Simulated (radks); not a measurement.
Values are calculated unless marked as measured or tabulated.
Problem. Mean orbital radii <r> (bohr) of neutral thulium, [Xe] 4f13 6s2, of relativity; Dirac values are averaged over j with weights 2j + 1. Spin-unpolarised spherical Kohn-Sham, PBE, point nucleus unless stated (finite: rms radius 5.2256 fm), a radial shooting solver on a logarithmic mesh with Libxc functionals. A level marked "c x" has the speed of light scaled by that factor and shares open shells by 2j + 1; other Dirac levels either fill j = l - 1/2 first or share by 2j + 1.

shell       non-rel.
3s            0.2383
3p            0.2282
3d            0.2011
4s            0.5362
4p            0.5469
4d            0.5740
5s             1.342
5p             1.528
4f            0.7651
6s             4.286
5d (empty)     3.270
6p (empty)     5.817

Give the values at the level "Dirac, 2j+1 shares, finite nucleus".

Solution. 
shell       Dirac, 2j+1 shares, finite nucleus  change of magnitude (%)
3s                                      0.2205                    -7.47
3p                                      0.2195                    -3.80
3d                                      0.1999                    -0.63
4s                                      0.4978                    -7.17
4p                                      0.5274                    -3.55
4d                                      0.5719                    -0.36
5s                                       1.231                    -8.21
5p                                       1.472                    -3.69
4f                                      0.8128                    +6.23
6s                                       3.972                    -7.32
5d (empty)                                   -                        -
6p (empty)                                   -                        -
